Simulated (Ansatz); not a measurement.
CH$_{5}$BClFOSi, SMILES `OCB(F)[SiH2]Cl`: the same geometry under several functionals.

```yaml
crystal:
  periodic: [false, false, false]
  atoms:
    - {symbol: O, position_ang: [-1.237143, 1.409691, -0.027055]}
    - {symbol: C, position_ang: [-1.461699, 0.033348, 0.211361]}
    - {symbol: B, position_ang: [-0.236872, -0.910005, -0.035135]}
    - {symbol: F, position_ang: [-0.428455, -2.220204, 0.043361]}
    - {symbol: Si, position_ang: [1.634900, -0.188002, -0.427557]}
    - {symbol: Cl, position_ang: [1.979087, 1.267972, 1.021125]}
    - {symbol: H, position_ang: [-0.508696, 1.705495, 0.527925]}
    - {symbol: H, position_ang: [-1.869648, -0.154196, 1.220477]}
    - {symbol: H, position_ang: [-2.265615, -0.277535, -0.469769]}
    - {symbol: H, position_ang: [1.741246, 0.468538, -1.754465]}
    - {symbol: H, position_ang: [2.718495, -1.192102, -0.289568]}
basis:
  gaussian: {orbitals: def2-TZVPP}
hamiltonian: {xc: {name: LC-wPBE}}
output: {orbitals: {seedname: orbitals}}
```

```sh
$ ansatz run in.yaml --threads 4 --pin off --events-out ev --progress --plain
```

Output, abridged:

```
Functional definition: LC-wPBE
1533 factors; their error is unknown
463 factors; integrals over basis functions are off by at most 2.6e-5 eV
mean field evaluation 1: about -26950.5962 eV, gradient 4.9e1 eV
mean field evaluation 2: about -26951.4675 eV, gradient 4.9e1 eV
mean field evaluation 4: about -26954.9108 eV, gradient 2.1e0 eV
mean field evaluation 8: about -26954.9277 eV, gradient 2.0e-1 eV
mean field evaluation 16: about -26954.8877 eV, gradient 1.9e-4 eV
mean field -26954.88766879 eV, -990.5738511491 hartree, gradient 2.7e-5 eV, S^2 0.000000; 0 other end points of the search recorded, 0 dependent functions left out
reference -26954.88766880 eV, -990.5738511494 hartree; 32, 32 occupied and 246, 246 virtual orbitals, 1533 factors
Total energy: -26954.88766880 eV, -990.5738511494 hartree
```

It took 2.9 s on 4 threads of a server CPU on a shared host, with 0.6 GiB of host memory at the peak.

The same input with `hamiltonian: {xc: {name: r2SCAN0}, dispersion: d4}` (abridged; 5 s):

```
Functional definition: r2SCAN0
mean field evaluation 16: about -26958.9148 eV, gradient 1.4e-5 eV
mean field -26958.91483502 eV, -990.7218467780 hartree, gradient 1.4e-5 eV, S^2 0.000000
Total energy: -26958.99284242 eV, -990.7247134971 hartree
```

With the line `hamiltonian: {xc: hse06, dispersion: d4}` (abridged; 3 s):

```
Functional definition: HSE06
mean field evaluation 16: about -26949.4841 eV, gradient 1.1e-4 eV
mean field -26949.48410437 eV, -990.3752738191 hartree, gradient 2.8e-5 eV, S^2 0.000000
Total energy: -26949.69399221 eV, -990.3829870550 hartree
```

With the line `hamiltonian: {xc: {name: CAM-B3LYP}, dispersion: d4}` (abridged; 4 s):

```
Functional definition: CAM-B3LYP
mean field evaluation 16: about -26962.9390 eV, gradient 1.6e-4 eV
mean field -26962.93904429 eV, -990.8697337410 hartree, gradient 6.9e-5 eV, S^2 0.000000
Total energy: -26963.16856903 eV, -990.8781686197 hartree
```

With the line `hamiltonian: {xc: {name: B2PLYP}}` (abridged; 4.6 s):

```
Functional definition: B2PLYP
mean field evaluation 16: about -26944.0094 eV, gradient 1.8e-4 eV
mean field -26944.00937972 eV, -990.1740813993 hartree, gradient 2.2e-6 eV, S^2 0.000000
14 core orbitals not correlated: weight in the atoms' cores, before any rotation towards them, 1.000 or more for the frozen orbitals, at most 0.000 for the correlated occupied ones
second order -34.78549617 eV of doubles, -0.00000000 eV of singles
Total energy: -26953.40165162 eV, -990.5192410252 hartree
```

Changing it to `hamiltonian: {xc: {name: PBE-QIDH}}` (abridged; 5 s):

```
Functional definition: PBE-QIDH
mean field evaluation 16: about -26933.9605 eV, gradient 2.0e-4 eV
mean field -26933.96048507 eV, -989.8047913321 hartree, gradient 2.1e-6 eV, S^2 0.000000
14 core orbitals not correlated: weight in the atoms' cores, before any rotation towards them, 1.000 or more for the frozen orbitals, at most 0.000 for the correlated occupied ones
second order -32.38076568 eV of doubles, -0.00000000 eV of singles
Total energy: -26944.75408740 eV, -990.2014489018 hartree
```

HSE06 is the plane-wave form, built on full-range PBE exchange.
